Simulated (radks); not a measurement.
Ta I, configuration [Xe] 4f14 5d3 6s1 7p1 (not the ground configuration).

Calculated with a radial shooting solver on a logarithmic mesh with Libxc functionals: Dirac Kohn-Sham, PBE, spin-unpolarised, spherical densities, point nucleus; open shells fill j = l - 1/2 first.

Energy parts (hartree):
| part | energy |
|---|---|
| total | -15625.6922 |
| kinetic | 17545.2308 |
| electron-nucleus | -38966.2924 |
| Hartree | 6112.5996 |
| exchange-correlation | -317.2302 |

Orbitals (lengths in bohr, moments of r in powers of bohr; <r^-3> diverges for s and p1/2; r(90%) holds 90 % of the orbital's charge):
orbital	occ.	eigenvalue (hartree)	r(90%)	<r^-3>
1s1/2	2	-2472.624	0.0340	-
2s1/2	2	-424.6532	0.122	-
2p1/2	2	-405.7976	0.108	-
2p3/2	4	-359.1142	0.118	15570
3s1/2	2	-97.38869	0.300	-
3p1/2	2	-89.01964	0.292	-
3p3/2	4	-78.96936	0.312	3502
3d3/2	4	-64.86013	0.285	604.1
3d5/2	6	-62.67142	0.291	516.2
4s1/2	2	-19.97305	0.659	-
4p1/2	2	-16.52443	0.676	-
4p3/2	4	-14.21045	0.724	806.7
4d3/2	4	-8.54959	0.775	121.3
4d5/2	6	-8.12455	0.792	101.5
4f5/2	6	-1.09366	1.06	17.76
4f7/2	8	-1.02085	1.08	16.91
5s1/2	2	-2.82574	1.59	-
5p1/2	2	-1.82948	1.79	-
5p3/2	4	-1.50907	1.95	109.2
5d3/2	3	-0.29098	3.32	6.847
5d5/2	0	-0.26799	3.46	5.482
6s1/2	1	-0.32435	4.54	-
7p1/2	1	-0.03754	15.7	-
7p3/2	0	-0.03454	16.3	1.135

The highest occupied level is 7p1/2 at -1.021 eV. The configuration is held as typed, so some empty levels lie below it. The density falls to 0.001 e/bohr^3 at r = 4.39 bohr.
